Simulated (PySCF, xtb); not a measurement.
C2H7AlOS, SMILES [CH3][Al]([O]C)[SH].

GFN2-xTB (xtb) at its own geometry gives an orbital gap of 3.87 eV and a dipole moment of 3.04 D.

Coordinates come from a TPSSh-D3(BJ)/def2-SVP optimisation. The structure was generated by enumeration; whether it is a known compound was not checked. Other conformers were not sampled.

### Question
What does PBE/def2-TZVP (PySCF) give? (Estimate from the structure and the level; the computed values follow.)

### Answer
gap 5.32 eV (levels -6.21 and -0.89 eV), dipole 0.90 D.
